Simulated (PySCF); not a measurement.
CH5Si, SMILES C[SiH2] (connectivity only; charge and spin as stated), charge +1, multiplicity 1.

The structure is a stationary point at B3LYP-D3(BJ)/def2-TZVP. The spin state was assumed, not searched. The isomer is the one that the SMILES or the coordinates give; other isomers of the formula were not compared.

The numbers are results of B3LYP-D3(BJ)/def2-TZVP (PySCF), not measurements.

Frequencies are harmonic and unscaled.

```json
[
 {"mode": "1", "ν (cm⁻¹)": "49", "IR (km/mol)": "0.8", "moving atoms (share of kinetic energy)": "H 100 %"},
 {"mode": "2", "ν (cm⁻¹)": "507", "IR (km/mol)": "1.2", "moving atoms (share of kinetic energy)": "H 93 %"},
 {"mode": "3", "ν (cm⁻¹)": "510", "IR (km/mol)": "6.2", "moving atoms (share of kinetic energy)": "H 96 %"},
 {"mode": "4", "ν (cm⁻¹)": "750", "IR (km/mol)": "18.2", "moving atoms (share of kinetic energy)": "C 49 %, Si 26 %, H 25 %"},
 {"mode": "5", "ν (cm⁻¹)": "840", "IR (km/mol)": "68.5", "moving atoms (share of kinetic energy)": "H 73 %, C 15 %, Si 12 %"},
 {"mode": "6", "ν (cm⁻¹)": "891", "IR (km/mol)": "60.4", "moving atoms (share of kinetic energy)": "H 74 %, C 20 %"},
 {"mode": "7", "ν (cm⁻¹)": "979", "IR (km/mol)": "104.9", "moving atoms (share of kinetic energy)": "H 91 %, Si 8 %"},
 {"mode": "8", "ν (cm⁻¹)": "1286", "IR (km/mol)": "38.3", "moving atoms (share of kinetic energy)": "H 83 %, C 17 %"},
 {"mode": "9", "ν (cm⁻¹)": "1393", "IR (km/mol)": "9.1", "moving atoms (share of kinetic energy)": "H 97 %"},
 {"mode": "10", "ν (cm⁻¹)": "1417", "IR (km/mol)": "8.6", "moving atoms (share of kinetic energy)": "H 95 %"},
 {"mode": "11", "ν (cm⁻¹)": "2290", "IR (km/mol)": "5.8", "moving atoms (share of kinetic energy)": "H 98 %"},
 {"mode": "12", "ν (cm⁻¹)": "2336", "IR (km/mol)": "4.8", "moving atoms (share of kinetic energy)": "H 95 %"},
 {"mode": "13", "ν (cm⁻¹)": "2970", "IR (km/mol)": "47.2", "moving atoms (share of kinetic energy)": "H 95 %"},
 {"mode": "14", "ν (cm⁻¹)": "3072", "IR (km/mol)": "16.0", "moving atoms (share of kinetic energy)": "H 93 %"},
 {"mode": "15", "ν (cm⁻¹)": "3131", "IR (km/mol)": "17.3", "moving atoms (share of kinetic energy)": "H 90 %, C 10 %"}
]
```
